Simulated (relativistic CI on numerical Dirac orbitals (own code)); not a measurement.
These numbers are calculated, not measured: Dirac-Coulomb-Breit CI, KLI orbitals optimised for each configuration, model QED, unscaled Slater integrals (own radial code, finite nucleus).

Configurations in the expansion (outside the closed core 1s2): 2s2, 2s 2p, 2p2, 2p 3s, 2p 3p, 2s 3s, 2s 3p, 2s 3d, 2s 4s, 2s 4p, 2s 4d, 2s 4f, 2s 5s, 2s 5p, 2s 5d, 2s 5f, 2s 5g, 3s2, 3s 3p, 3p2. Levels of other configurations are missing.

At this charge energies of transitions that change n are usually good to better than 1 %, and those within a shell (Δn = 0) to a few per cent.

Outline of the computed level scheme of Ar XV. Lowest level of each configuration: 2s2 1S_0 at 0.000 eV; 2s 2p 3P°_0 at 28.494 eV; 2p2 3P_0 at 75.376 eV; 2s 3s 3S_1 at 487.990 eV; 2s 3p 1P°_1 at 501.684 eV; 2s 3d 3D_1 at 509.411 eV; 2p 3s 3P°_0 at 524.038 eV; 2p 3p 1P_1 at 532.435 eV; 2s 4s 3S_1 at 653.695 eV.

Some strong electric-dipole decays among the lowest 36 levels: 2s 3d 3D_3 → 2s 2p 3P°_2 (4.4e+12 s⁻¹); 2s 3d 3D_2 → 2s 2p 3P°_1 (3.4e+12 s⁻¹); 2s 3d 1D_2 → 2s 2p 1P°_1 (3.1e+12 s⁻¹); 2s 3d 3D_1 → 2s 2p 3P°_0 (2.5e+12 s⁻¹); 2p 3p 1D_2 → 2s 2p 1P°_1 (1.9e+12 s⁻¹); 2s 3d 3D_1 → 2s 2p 3P°_1 (1.9e+12 s⁻¹); 2p 3p 1S_0 → 2s 2p 1P°_1 (1.5e+12 s⁻¹); 2s 3p 1P°_1 → 2s2 1S_0 (1.4e+12 s⁻¹).

LS names give the leading component of a level, which can be under half, so a name can repeat, a term be missing and a line seem to break the LS rules.
